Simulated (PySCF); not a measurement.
C₆H₅ClOS.
Numbering: `[CH3:1][c:2]1[cH:3][cH:4][s:5][c:6]1[C:7](=[O:8])[Cl:9]` (hydrogens: H10, H11, H12 on C1; H13 on C3; H14 on C4)

Cartesian coordinates in Å at the GFN2-xTB level; atoms count from 1:
```
atom  x, y, z in Å
C1    -1.0129   -1.4499    0.1545
C2     0.0717   -0.4434    0.0272
C3     1.4440   -0.7510   -0.0179
C4     2.2361    0.3531   -0.1385
S5     1.3458    1.8074   -0.2021
C6    -0.1420    0.9256   -0.0628
C7    -1.4152    1.5768   -0.0465
O8    -2.4969    1.0829    0.0442
Cl9   -1.2664    3.3537   -0.1836
H10   -1.6067   -1.2535    1.0458
H11   -1.6915   -1.3801   -0.6940
H12   -0.5995   -2.4533    0.2075
H13    1.8260   -1.7549    0.0375
H14    3.3068    0.3860   -0.1935
```

Computed, not measured: TDDFT CAM-B3LYP/def2-SVPD, vertical, gas phase, core orbitals frozen in the response (PySCF 2.14.0, density-fitted response routines).

Transition dipole moments from the ground state, in atomic units and in the frame of the coordinates above (overall signs are arbitrary), for the states with f of 0.002 or more among the lowest 8:

```tsv
state	E (eV)	μx	μy	μz
S2	4.806	-1.263	0.733	0.009
S3	4.871	-0.235	-0.850	0.074
S6	6.425	0.257	0.299	-0.035
S8	6.905	0.228	0.279	-0.030
```

Question: What oscillator strength does each state have?

Answer: f = (2/3) ΔE |μ|² with ΔE in hartree (27.2114 eV).

```csv
state,|μ|² (au),|μ| (D),f
S2,2.132,3.71,0.251
S3,0.783,2.25,0.093
S6,0.156,1.01,0.025
S8,0.131,0.92,0.022
```

Question: The point group is Cs. Which irreducible representation does each state belong to?

Answer: The ground state is totally symmetric, so the direction of μ fixes the label. Polarised in the mirror plane, so A′: S2, S3, S6 and S8.

Question: Which bond between heavy atoms lies closest to the direction of the S2 transition dipole?

Answer: C6–C7, at 3° from it; next C2–C3 at 18°.

Question: What angle do the transition dipoles of S2 and S6 make?

Answer: |cos θ| = |μa·μb| / (|μa| |μb|) = 0.18, so θ ≈ 80° (taken between 0 and 90°, since the signs are arbitrary).

Question: What peak molar absorption coefficient would the strongest computed level give as a lone Gaussian band 0.4 eV wide at half height?

Answer: ε(max) = 2.175×10⁸ f / FWHM, with the width in cm⁻¹. S2: 2.175×10⁸ × 0.2510 / 3226 ≈ 17000 L mol⁻¹ cm⁻¹.

Time: 93 s wall; peak memory 1.1 GiB. Hardware: one thread of an Intel Xeon Platinum 8488C (shared host).

One conformer stands for the species.
